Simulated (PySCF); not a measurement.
Dipole moment and polarisability of `F[Si@H]1C=C([SiH3])OCC1`

C4H9FOSi2.
SMILES with atom numbers: `[F:1][Si@H:2]1[CH:3]=[C:4]([SiH3:5])[O:6][CH2:7][CH2:8]1` (hydrogens: H9 on Si2; H10 on C3; H11, H12, H13 on Si5; H14, H15 on C7; H16, H17 on C8)

Cartesian coordinates in Å at the GFN2-xTB level; atoms count from 1:
```
atom  x, y, z in Å
F1    -2.179    2.260    0.118
Si2   -1.429    1.166   -0.819
C3     0.407    1.099   -0.524
C4     0.995    0.022    0.022
Si5    2.861   -0.286    0.162
O6     0.356   -1.036    0.578
C7    -1.013   -0.932    0.931
C8    -1.947   -0.556   -0.214
H9    -1.861    1.493   -2.168
H10    1.066    1.863   -0.907
H11    3.561    0.881   -0.376
H12    3.189   -0.495    1.572
H13    3.190   -1.484   -0.611
H14   -1.109   -0.183    1.731
H15   -1.258   -1.916    1.343
H16   -2.970   -0.583    0.157
H17   -1.866   -1.301   -1.005
```

Level: wB97X-D/def2-SVPD (PySCF), static field, nuclei fixed, core orbitals frozen in the response. The polarisability tensor in these axes (au):

```
x   116.81  -7.27   5.49
y    -7.27  96.35 -11.39
z     5.49 -11.39  86.62
```

Q: What are the eigenvalues, a third of the trace, and Δα (Δα² = ½Σ(αi − αj)² over the three pairs)?

A: Principal values 79.09, 99.19 and 121.51 au; mean 99.93 au = 14.81 Å³ = 16.48 × 10⁻⁴⁰ C²·m²/J; Δα = 36.75 au (37 % of the mean).

Q: What is the dipole moment, and where does it point?

A: (0.15, -1.34, -0.45) D, 1.42 D in size, pointing from the negative to the positive side. Measured along this direction, the outermost atoms are F1 at the negative end and H13 at the positive end.

Q: Directions of the eigenvectors, and the extent of the frame along each?

A: Largest value along (0.89, -0.38, 0.26), where the nuclei span 6.22 Å; middle along (0.46, 0.75, -0.48), 5.13 Å; least along (-0.02, 0.55, 0.84), 2.89 Å. The response follows the extents in order.

Q: What would n − 1 = 2πNα be for an ideal gas of these molecules at 400 K and 1 atm, electronic part alone?

A: N = p/kT = 1.8347 × 10¹⁹ cm⁻³, so n − 1 = 2π × N × 14.81 × 10⁻²⁴ cm³ = 1707 × 10⁻⁶ at long wavelengths.

Q: Find the Langevin capture rate constant for O2+ (31.990 u) meeting this molecule (148.018 u), k = 2.342 × 10⁻⁹ cm³/s × √(α in Å³ / reduced mass in u).

A: The reduced mass is 26.30 u, so k = 1.76 × 10⁻⁹ cm³/s. The formula leaves out the permanent dipole, which adds to the capture rate.

Q: Orientational against electronic polarisability at 298 K (dilute gas, rigid molecules)?

A: In Gaussian units μ²/3kT = 16.35 Å³ against 14.81 Å³, a ratio of 1.10; the Debye molar polarisation (4π/3)N_A(α + μ²/3kT) is 78.6 cm³/mol, leaving out the vibrational part.

Isolated species at its GFN2-xTB geometry (one conformer only).
